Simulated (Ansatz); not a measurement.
CH3GaS2 (`[CH3][Ga]1[S][S]1`), relaxed with RKS PBE0-D4/def2-TZVP in Ansatz from a PBE-D4/def2-SVP geometry. The force threshold is 0.005 eV/Å; the program also tests the step.

Charge 0, multiplicity 1.

Start:

```xyz
7

C    -0.338   -1.102   -0.381
Ga    0.189    0.673    0.228
S     1.817    2.071    0.727
S    -0.385    2.687    0.912
H    -1.436   -1.164   -0.490
H     0.148   -1.313   -1.353
H     0.005   -1.852    0.358
```

Q: By how much does the energy fall, and how many steps does the optimiser take? (Estimate.)

A: Ansatz gave: 0.06 eV, in 3 steps.

Q: Which bonds change most? (Estimate.)

A: The calculation gave: S3–S4 from 2.294 to 2.205 Å; Ga2–S4 from 2.203 to 2.174 Å; Ga2–S3 from 2.204 to 2.176 Å; C1–Ga2 from 1.949 to 1.932 Å.

Q: Give the relaxed structure. (Best estimate.)

A: Computed: 
```xyz
7

C    -0.335   -1.096   -0.379
Ga    0.187    0.664    0.225
S     1.770    2.070    0.725
S    -0.347    2.660    0.902
H    -1.417   -1.156   -0.487
H     0.142   -1.305   -1.337
H     0.001   -1.836    0.348
```
